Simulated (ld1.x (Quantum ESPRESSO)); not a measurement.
# Transferability test, TM potential for Ir (Z = 77)

```json
{"Element": "iridium", "Generator": "ld1.x (Quantum ESPRESSO) 7.5", "Type": "norm-conserving Troullier–Martins (Kleinman–Bylander form)", "Functional": "LDA (PZ)", "Relativity": "fully relativistic", "Frozen core": "[Kr] 4d10", "Valence charge": "31", "Reference configuration": "4f14 5s2 5p6 5d8 6s1 6p0", "Partial waves": "5s (bound): rc 1.15 bohr; 5p (bound): rc 1.80 bohr; 5d (bound): rc 2.30 bohr; 4f (bound): rc 0.95 bohr", "Local potential": "all-electron potential smoothed inside 1.50 bohr (lloc = -1)", "Core correction": "none"}
```

Open shells are filled in proportion to 2j + 1 (rel_dist='average').

Occupied shells without a wave of their own: 6s. They enter only through the test configuration that unscreens the potential.

Energies are relative to the spin-unpolarised reference configuration 4f14 5s2 5p6 5d8 6s1 6p0; without spin polarisation the order of configurations can differ from experiment. Not all tests gave a result: 1 of 7 tests not solved or not reliable. The frozen-core shift is the all-electron ΔE with the core orbitals held at their reference shape minus the fully relaxed ΔE.

```csv
valence configuration,charge,ΔE all-electron (eV),error AE − PS (meV),frozen-core shift (meV)
4f14 5s2 5p6 5d7 6s2 6p0,0,0.291,-192,0.0
4f14 5s2 5p6 5d7 6s1 6p0,+1,10.483,+4.4,n/a
4f14 5s2 5p6 5d8 6s0 6p0,+1,9.313,+211,n/a
4f14 5s2 5p6 5d7.5 6s1.5 6p0,0,0.026,-91,+0.1
4f14 5s2 5p6 5d5 6s0 6p0,+4,103.035,+515,+0.5
```

What are ΔE and the potential's error for 4f14 5s1 5p6 5d7 6s2 6p0?

ΔE = 105.296 eV all-electron; the error (AE − PS) is -283 meV.

Levels in the configuration 4f14 5s2 5p6 5d5 6s0 6p0:

```tsv
level	all-electron (eV)	pseudo (eV)
4f j=5/2	-111.476	-110.989
4f j=7/2	-108.345	-107.866
5s j=1/2	-144.815	-144.599
5p j=1/2	-111.346	-111.157
5p j=3/2	-97.202	-97.043
5d j=3/2	-51.683	-51.527
5d j=5/2	-50.082	-49.938
```

The 6s level has no wave, so the channel is fitted at the deeper level alone: the likely source of the large errors.

A Bessel basis up to 400 Ry misses an occupied level by 0.06 Ry, so cutoffs and ghosts were not judged.
